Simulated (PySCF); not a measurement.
C$_{4}$H$_{8}$O, charge +1, doublet, geometry from GFN2-xTB (a state made from the parent by changing its charge; the spin is typed, not shown lowest). Base run: MP2/6-31G* in PySCF.

The PySCF input:
```python
from pyscf import gto, scf, mp

mol = gto.Mole()
mol.atom = '''
    C    -0.17354329    1.24415491   -0.15933187
    C     1.06367530    0.54031798    0.42435446
    C     0.81255235   -0.91608096    0.05424793
    O    -0.53703760   -1.07661452   -0.15989436
    C    -1.20717736    0.12496501   -0.17174122
    H    -0.48637784    2.10354056    0.42796667
    H     0.01051107    1.58739492   -1.18036552
    H     1.99710065    0.92504830    0.02182691
    H     1.10209841    0.64308487    1.51162721
    H     1.14579578   -1.66731876    0.79117889
    H     1.34548015   -1.21940674   -0.87276493
    H    -1.87761105    0.15262882    0.71433145
    H    -1.91373835    0.12780251   -1.01982151
'''
mol.basis = '6-31g*'
mol.charge = 1
mol.spin = 1
mol.verbose = 4
mol.build()

mf = scf.UHF(mol)
mf.kernel()

pt = mp.MP2(mf, frozen=5)
pt.kernel()
print('E(MP2) = %.10f' % pt.e_tot)
```

The base run was repeated with changes; each row names its change, and settings that it needs were set with it.

```csv
change,basis functions,E (Eh),MP2 correlation (Eh),SCF-reference HOMO (eV)
base,86,-231.31271,-0.64844,-18.17
basis = STO-3G,33,-228.14680,-0.22875,-17.80
basis = pcseg-0,61,-230.42646,-0.45466,-18.35
basis = 6-31G,61,-231.00330,-0.44299,-18.14
basis = 3-21G,61,-229.83295,-0.44605,-18.15
basis = def2-SV(P),86,-231.11445,-0.64706,-18.31
basis = 6-31+G*,106,-231.31932,-0.65278,-18.18
basis = pc-1,110,-231.29842,-0.70218,-18.25
basis = cc-pVDZ,110,-231.38251,-0.70007,-18.14
basis = 6-31G**,110,-231.37333,-0.69520,-18.13
basis = pcseg-1,110,-231.29557,-0.70199,-18.25
basis = def2-SVP,110,-231.19051,-0.69875,-18.22
basis = 6-311G**,138,-231.46607,-0.74225,-18.16
```

Totals compare only among sets that treat the same electrons; sets with core potentials leave the core out.

Open shells are given as the SCF converged; they aren't shown to be the lowest states, and a large step between rows can be another state.
